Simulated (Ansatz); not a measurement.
The lowest singlet and triplet of OH (SMILES [OH+]); geometries from B3LYP-D3(BJ)/def2-TZVP, each state relaxed from the structure named, with no frequency check, low spin by broken symmetry.
Singlet (charge 1, multiplicity 1):
```csv
atom,x (Å),y (Å),z (Å)
O,0.0000,0.0000,-0.1156
H,0.0000,0.0000,0.9250
```
Triplet (charge 1, multiplicity 3):
```xyz
2

O      0.0000     0.0000    -0.1156
H      0.0000     0.0000     0.9250
```

A positive gap puts the triplet lower; no zero-point energy. R- takes a restricted singlet, here one determinant of a half-filled degenerate or near-degenerate pair, which mixes singlet states. U- takes an unrestricted singlet (broken symmetry where lower, unprojected). The triplet is unrestricted in single-reference levels.

Frozen-core correlation.

The values were computed with Ansatz (a quantum-chemistry and plane-wave program) with Gaussian orbitals. Values without a source in brackets are computed.

**Question.** One of these levels gives 17.97 kcal/mol for the gap E(singlet) − E(triplet), adiabatic. Which one is it?
(A) R-CCSD/cc-pVQZ
(B) R-HF/cc-pVDZ
(C) U-B3LYP/def2-TZVPP (spin-contaminated)
(D) U-SVWN5/def2-TZVPP (spin-contaminated)

**Answer.** C, U-B3LYP/def2-TZVPP (spin-contaminated). The others give 86.28 (R-HF/cc-pVDZ), 24.06 (U-SVWN5/def2-TZVPP (spin-contaminated)), 62.42 (R-CCSD/cc-pVQZ)

Doubts at one or more of the structures used: a restricted determinant that unrestricted orbitals would lower (R-HF/cc-pVDZ, R-CCSD/cc-pVQZ).
